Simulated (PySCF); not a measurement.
# TDDFT excited states: C2H9PSi

Compound: C2H9PSi.
SMILES with atom numbers: `[CH3:1][CH2:2][SiH2:3][PH2:4]` (hydrogens: H5, H6, H7 on C1; H8, H9 on C2; H10, H11 on Si3; H12, H13 on P4)

Method used: TDDFT CAM-B3LYP/def2-SVPD, vertical, gas phase, core orbitals frozen in the response (PySCF 2.14.0, density-fitted response routines). Geometry: GFN2-xTB, one conformer, isolated molecule. Torsions of this conformer, `[CH3:1][CH2:2][SiH2:3][PH2:4]`: C1–C2–Si3–P4 173°, H–P4–Si3–C2 175°, H–P4–Si3–C2 82°.

```csv
state,E (eV),E (kJ/mol),λ (nm),f,|μ| (D),"main configurations (H = HOMO, L = LUMO)"
S1,6.59,636,188.2,0.020,0.90,"H→L+2 (56%), H→L+1 (24%), H→L+3 (10%)"
S2,6.73,650,184.1,0.022,0.94,"H→L (44%), H→L+1 (31%), H→L+2 (15%)"
S3,7.09,684,174.9,0.274,3.19,"H→L (37%), H→L+1 (33%), H→L+4 (11%)"
S4,7.50,724,165.3,0.044,1.24,"H→L+3 (48%), H→L+2 (19%), H→L+5 (13%)"
S5,7.74,747,160.1,0.0074,0.50,H-1→L (85%)
S6,8.00,772,155.0,0.041,1.16,H-1→L+1 (78%)
S7,8.04,775,154.3,0.015,0.69,"H→L+6 (62%), H→L+5 (20%)"
S8,8.30,801,149.4,0.036,1.07,"H-1→L+2 (27%), H→L+5 (23%), H-2→L (13%)"
```

Triplets (Tamm–Dancoff): T1 5.78 eV, H→L+2 (64%), H→L (12%); T2 5.78 eV, H→L (43%), H→L+3 (17%), H→L+4 (12%); T3 6.47 eV, H→L+1 (78%).

The lowest singlet comes at 188 nm (636 kJ/mol) in the vacuum ultraviolet; it is weak; its leading configuration is HOMO→LUMO+2 (56%). The most intense listed level is S3 at 7.09 eV (175 nm, f = 0.274), 0.50 eV above S1. Löwdin shares by element: HOMO phosphorus 65%, silicon 15%, hydrogen 14% or more; LUMO silicon 29%, carbon 19%, phosphorus 14% (atoms not listed hold the other 37%). Weighted by f, the mean energy of these states is 7.31 eV. The listed states span 1.71 eV, and the widest gap between neighbours is 0.41 eV (S3 to S4). The oscillator strengths of these states sum to 0.460; summed over the whole spectrum of an exact calculation they would give the number of electrons, 50 (Thomas–Reiche–Kuhn). The window holds the lowest 8 singlets.
